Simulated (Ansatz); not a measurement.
Compare A (`[OH][AlH][NH][SiH3]`) with its isomer B (`[NH2][Al]([OH])[SiH3]`).

Program: Ansatz. Geometries: PBE0-D4/def2-TZVP. ΔE: electronic, gas phase. CCSD(T)/CBS adds triple-zeta CCSD(T) − MP2 to the extrapolated MP2 energy (def2 sets, frozen cores). DFT in def2-TZVPP. B3LYP here is the variant with VWN-RPA as its local correlation; programs differ in this. One conformer a species, not always the lowest.

A:

```xyz
10

O    -1.010    1.879   -0.693
Al   -1.443    0.271   -0.384
N    -0.157   -0.820    0.171
Si    1.520   -0.530    0.466
H    -1.625    2.544   -0.994
H    -2.916   -0.264   -0.571
H    -0.451   -1.773    0.346
H     1.799    0.896    0.167
H     2.389   -1.388   -0.389
H     1.892   -0.815    1.881
```

B:

Z-matrix (Å, degrees):
```
Si
Al 1 2.446
H 1 1.492 2 111.6
H 1 1.492 2 111.6 3 -119.3
H 1 1.491 2 112.0 3 120.3
O 2 1.699 1 123.0 3 60.0
N 2 1.762 1 120.8 3 -120.0
H 6 0.955 2 123.9 1 0.0
H 7 1.007 2 125.0 1 180.0
H 7 1.006 2 124.4 1 -0.0
```

Task: Which isomer does CCSD(T)/CBS put lower? Give the gap. (Best estimate.)

Result: The calculation gave: A, by 44.5 kJ/mol.

Task: Give E(B) − E(A) in kJ/mol with CCSD/def2-TZVPP, r2SCAN-D4, ωB97M-V, HF/def2-TZVPP, B3LYP, PBE-D4, CCSD(T)/def2-SVP. (Best estimate.)

Result: Ansatz gave: CCSD/def2-TZVPP 46.5, r2SCAN-D4 38.8, ωB97M-V 49.6, HF/def2-TZVPP 60.3, B3LYP 40.9, PBE-D4 24.3, CCSD(T)/def2-SVP 45.4. None reverses the order clearly.

Task: Does the order hold for the free energy at 298.15 K (harmonic terms from PBE0-D4)? (Estimate.)

Result: Ansatz gave: Yes: G(B) − G(A) = +46.6 kJ/mol, for one conformer each. Modes under 60 cm⁻¹, often nearly free rotors, make the harmonic entropy too high.

Largest T1 diagnostic: 0.013.

Leaving LDA and LC-ωPBE aside and taking each functional with its dispersion term where it has one, the values, not all of them listed here, spread over 27.4 kJ/mol, from PBE-D4 to BHLYP-D4. LDA lies +4.5 kJ/mol from PBE without D4. From BLYP to BHLYP (50 % exact exchange), in def2-TZVPP and without D4, E(B) − E(A) moves by +14.5 kJ/mol.
